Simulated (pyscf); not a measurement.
# H₃C–CH=O⁺–CH₃, singlet

Gas-phase minimum from PySCF at ωB97X-D3(BJ)/def2-SVP, one conformer. 

```xyz
11

C     -1.8705    -0.4711    -2.6559
C     -0.7857    -0.6396    -1.6908
O     -0.8454    -0.1110    -0.5604
C      0.2156    -0.2504     0.4433
H     -2.2333    -1.4754    -2.9429
H     -2.6847     0.1496    -2.2613
H     -1.4448    -0.0374    -3.5795
H      0.1104    -1.2386    -1.9409
H     -0.2594    -0.7109     1.3180
H      0.5470     0.7698     0.6713
H      1.0281    -0.8697     0.0387
```
Charge +1, spin multiplicity 1.

Bond lengths (Å): C1–C2 1.462, C1–H5 1.106, C1–H6 1.097, C1–H7 1.106, C2–O3 1.249, C2–H8 1.106, O3–C4 1.467, C4–H9 1.097, C4–H10 1.097, C4–H11 1.099. Bond angles (°): C2–C1–H5 108.1, C2–C1–H6 112.2, C2–C1–H7 108.1, H5–C1–H6 111.3, H5–C1–H7 105.4, H6–C1–H7 111.4, C1–C2–O3 120.9, C1–C2–H8 120.9, O3–C2–H8 118.2, C2–O3–C4 123.0, O3–C4–H9 105.8, O3–C4–H10 105.8, O3–C4–H11 109.7, H9–C4–H10 110.8 (the first ones only).

Properties at ωB97X-D3(BJ)/def2-SVP:

| Item | Value |
|---|---|
| Harmonic wavenumbers, unscaled | 117, 157, 233, 301, 522, 825, 855, 1011, 1135, 1159, 1179, 1217, 1354, 1408, 1421, 1427, 1447, 1463, 1479, 1744, 3056, 3102, 3136, 3139, 3225, 3241, 3254 cm⁻¹ |
| Zero-point energy | 60.9 kcal/mol |
| Rotational symmetry number | 1 |
| Entropy of this conformer at 298 K and 1 atm, rigid rotor and harmonic oscillator, modes under 100 cm⁻¹ raised to 100 | 302.5 J/(mol K) |
| Dipole moment | depends on origin |

Single-point totals, which compare only within one level (frozen core for MP2 and CC):

| level | total energy (hartree) |
|---|---|
| ωB97X-D3(BJ)/def2-TZVP | -193.60679 |
| PBE/def2-TZVP | -193.28409 |
| r²SCAN/def2-TZVP | -193.41520 |
| B3LYP-D3(BJ)/def2-TZVP | -193.54706 |
| PBE0-D3(BJ)/def2-TZVP | -193.30489 |
| M06-2X/def2-TZVP | -193.43380 |
| ωB97M-D3(BJ)/def2-TZVP | -193.57168 |
| HF/def2-TZVPP | -192.34846 |
| MP2/def2-TZVPP | -193.06977 |
| CCSD/def2-TZVPP | -193.10803 |
| CCSD(T)/def2-TZVPP | -193.13775 |

Soft torsions are taken as harmonic, which can shift the entropy by several J/(mol K). The CCSD(T) − MP2 part came from Ansatz, without density fitting, on the same reference.
